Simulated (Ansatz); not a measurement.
The cluster InSi16. Total charge 0; doublet. Geometry PBE-D4/def2-SVP.

```xyz
17

In    1.977    1.274   -0.967
Si   -2.886   -2.800   -1.185
Si    0.242    2.345   -2.692
Si    0.960    2.687    1.607
Si   -0.807   -1.587   -1.746
Si   -0.554    0.920    1.434
Si   -1.502   -3.541   -2.830
Si    1.970    0.289    2.316
Si   -2.657    1.448   -0.025
Si    0.545   -1.028    0.144
Si   -2.306   -1.040    0.183
Si   -1.311    0.738   -1.973
Si    3.358    1.885    1.364
Si   -0.523    2.690   -0.432
Si    2.983   -0.984    0.321
Si    1.491   -2.058    2.266
Si   -0.982   -1.237    2.215
```

In the def2 sets In takes a core potential; there is no spin–orbit coupling. Single mean-field runs in def2-TZVP are fitted with def2-universal-jkfit. The structure comes from a short search, and lower isomers may exist.

(1) Estimate the α-spin orbital energies around the gap (eV) in Ansatz with PBE-D4/def2-SVP, r2SCAN-D4/def2-TZVP, PBE0-D4/def2-SVP, PBE0-D4/def2-TZVP, ωB97M-V/def2-TZVP.

## Answers

(1) 
| orbital | PBE-D4/def2-SVP | r2SCAN-D4/def2-TZVP | PBE0-D4/def2-SVP | PBE0-D4/def2-TZVP | ωB97M-V/def2-TZVP |
| --- | --- | --- | --- | --- | --- |
| HOMO−9 | -6.50 | -6.58 | -7.32 | -7.13 | -8.71 |
| HOMO−8 | -6.43 | -6.51 | -7.25 | -7.06 | -8.55 |
| HOMO−7 | -6.30 | -6.38 | -7.12 | -6.94 | -8.48 |
| HOMO−6 | -6.15 | -6.21 | -6.90 | -6.73 | -8.18 |
| HOMO−5 | -5.93 | -6.02 | -6.74 | -6.57 | -8.11 |
| HOMO−4 | -5.73 | -5.79 | -6.52 | -6.33 | -7.84 |
| HOMO−3 | -5.72 | -5.76 | -6.48 | -6.31 | -7.78 |
| HOMO−2 | -5.65 | -5.71 | -6.39 | -6.23 | -7.68 |
| HOMO−1 | -5.30 | -5.37 | -5.99 | -5.84 | -7.28 |
| HOMO | -4.91 | -4.99 | -5.62 | -5.45 | -6.73 |
| LUMO | -3.89 | -3.83 | -3.47 | -3.32 | -1.80 |
| LUMO+1 | -3.83 | -3.78 | -3.40 | -3.27 | -1.72 |
| LUMO+2 | -3.64 | -3.57 | -3.19 | -3.05 | -1.46 |
| LUMO+3 | -3.53 | -3.45 | -3.05 | -2.93 | -1.33 |
| LUMO+4 | -3.05 | -2.96 | -2.52 | -2.42 | -0.83 |
| LUMO+5 | -3.00 | -2.92 | -2.41 | -2.34 | -0.65 |
| β HOMO | -5.27 | -5.33 | -5.94 | -5.80 | -7.25 |
| β LUMO | -4.62 | -4.47 | -4.16 | -3.99 | -2.52 |
